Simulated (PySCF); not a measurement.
# `CNC(=O)C1(C)CC1`, C$_{6}$H$_{11}$NO

Geometry (Å), atoms numbered from 1 in this order:
```xyz
19

C     2.938   -0.210    0.107
N     1.529   -0.196    0.413
C     0.591    0.080   -0.524
O     0.886    0.326   -1.679
C    -0.836    0.064   -0.056
C    -1.132   -0.261    1.391
C    -1.731    1.059   -0.757
C    -1.829   -0.386   -1.103
H     3.040    0.019   -0.952
H     3.369   -1.193    0.308
H     3.471    0.541    0.694
H     1.258   -0.392    1.361
H    -2.207   -0.233    1.557
H    -0.676    0.467    2.062
H    -0.782   -1.259    1.652
H    -2.522    1.516   -0.181
H    -1.263    1.714   -1.477
H    -1.425   -0.700   -2.053
H    -2.689   -0.947   -0.770
```

The calculation used PySCF 2.14.0, GIAO PBE0/pcSseg-1 magnetisability, rotational g tensor and spin-rotation constants, non-relativistic, gas phase. Geometry: GFN2-xTB.

**Question.** Give the nuclear spin-rotation constants along the inertial axes (H = +C I·J) beside the isotropic shieldings.

**Answer.** Rotational constants 3.7743, 1.5078, 1.1938 GHz. A star marks the isotopologue with that one atom substituted, in its own axes.
```
atom  isotope  Caa (kHz)  Cbb (kHz)  Ccc (kHz)  mean (kHz)  σ (ppm)
  N2      14N      0.286      0.153      0.066       0.168    149.4
  H9       1H     -0.328      0.076     -0.122      -0.125     27.1
 H10       1H     -0.286     -0.125     -0.023      -0.144     29.2
 H11       1H     -0.291     -0.127     -0.019      -0.146     29.2
 H12       1H     -0.437      0.105     -0.139      -0.157     26.7
 H13       1H      0.063     -0.171     -0.142      -0.083     31.2
 H14       1H     -0.315     -0.137     -0.026      -0.159     30.1
 H15       1H     -0.313     -0.138     -0.025      -0.159     30.1
 H16       1H     -0.175     -0.137     -0.093      -0.135     31.3
 H17       1H     -0.350     -0.047     -0.087      -0.161     30.4
 H18       1H     -0.350     -0.045     -0.088      -0.161     30.4
 H19       1H     -0.172     -0.138     -0.093      -0.134     31.3
  C1     13C*      0.503      0.278      0.168       0.316    160.1
  C3     13C*      1.923      0.612      0.270       0.935     11.6
  O4     17O*     -1.699     -0.882      0.003      -0.859    -23.0
  C5     13C*      0.537      0.212      0.182       0.310    166.6
  C6     13C*      0.555      0.186      0.196       0.312    166.1
  C7     13C*      0.461      0.158      0.241       0.287    167.7
```
For the geometry as given, no vibrational averaging.

**Question.** How do the rotational constants and the g tensor change when H9, H10, H11, H12, H13, H14, H15, H16, H17, H18, H19 are replaced by deuterium?

**Answer.** Constants 3.0541, 1.2535, 1.0030 GHz; g -0.0082, -0.0017, 0.0011, against -0.0096, -0.0021, 0.0015 before.
